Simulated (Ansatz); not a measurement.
Computed with Ansatz on PBE0-D4/def2-TZVP structures; ΔE is electronic, products minus reactants. CBS: MP2 limit from def2 TZ/QZ plus the TZ coupled-cluster correction, frozen cores. This one scheme is used for every species. Functionals use def2-TZVPP. For As outer-core shells are correlated without core-valence functions, which leaves a few kJ/mol of doubt a bond. Scalar relativity is left out up to krypton. One conformer a species, not always the lowest.

Reaction (hydrogenolysis of a C–O bond): `OC[SiH2][AsH2]` + H₂ → `C[SiH2][AsH2]` + H₂O

```
        level  ΔE (kJ/mol)
      r2SCANh       -133.7
MP2/CBS(def2)       -140.3
```

(1) What does CCSD(T)/CBS give? (Estimate.)

(2) What do rigid-rotor, harmonic-oscillator terms from PBE0-D4/def2-TZVP frequencies (298.15 K, 1 bar) make of the CCSD(T)/CBS value? (Estimate.)

Largest T1 diagnostic among the species: 0.011.

Answers

(1) The calculation gave: -137.0 kJ/mol. The listed levels differ from it by 3.3, -3.3 kJ/mol.

(2) Computed: ΔZPE = +16.0 kJ/mol, ΔH = -122.5 kJ/mol, ΔS = 30 J/(mol·K), ΔG = -131.6 kJ/mol.

From PBE to PBE0 (25 % exact exchange), in def2-TZVPP and without D4, ΔE moves by −6.5 kJ/mol. The D4 term adds +5.3 kJ/mol with B3LYP and +2.9 kJ/mol with PBE0; it sums over pairs of atoms, weighted by their polarisabilities, and B3LYP, whose exchange is more repulsive, gets the larger term. At CCSD(T), def2-SVP lies +14.2 kJ/mol from the extrapolated value and def2-TZVPP +2.7 kJ/mol.

B3LYP here is the variant with VWN-RPA as its local correlation; programs differ in this.
